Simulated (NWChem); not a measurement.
Molecule: ZrH$_{3}$Br; SMILES [Br][ZrH3]

All runs: NWChem. This build's default masses of Se (78.918 u) and Br (79.917 u) are each other's, which moves their modes by up to 0.6 %. def2 effective core potentials on Zr; no spin-orbit coupling. B3LYP is NWChem's, with the RPA form of VWN correlation. Each level has its own optimisation; frequencies are unscaled.

```csv
level,r Br–Zr (Å),r H–Zr (Å),highest harmonic frequency (cm⁻¹),lowest (cm⁻¹),zero-point energy (kcal/mol)
"B3LYP/3-21G (all-electron, non-relativistic)",___,1.840,___,276,10.9
"Hartree-Fock/STO-3G (all-electron, non-relativistic)",2.434,1.818,2369,390,15.0
PBE/def2-SVP (core potentials),2.475,1.852,1695,276,11.0
PBE0/def2-SVP (core potentials),2.471,1.840,1753,281,11.3
```

Task: Some entries are withheld; supply them.

Result: 
- B3LYP/3-21G (all-electron, non-relativistic), r Br–Zr (Å): 2.503
- B3LYP/3-21G (all-electron, non-relativistic), highest harmonic frequency (cm⁻¹): 1664
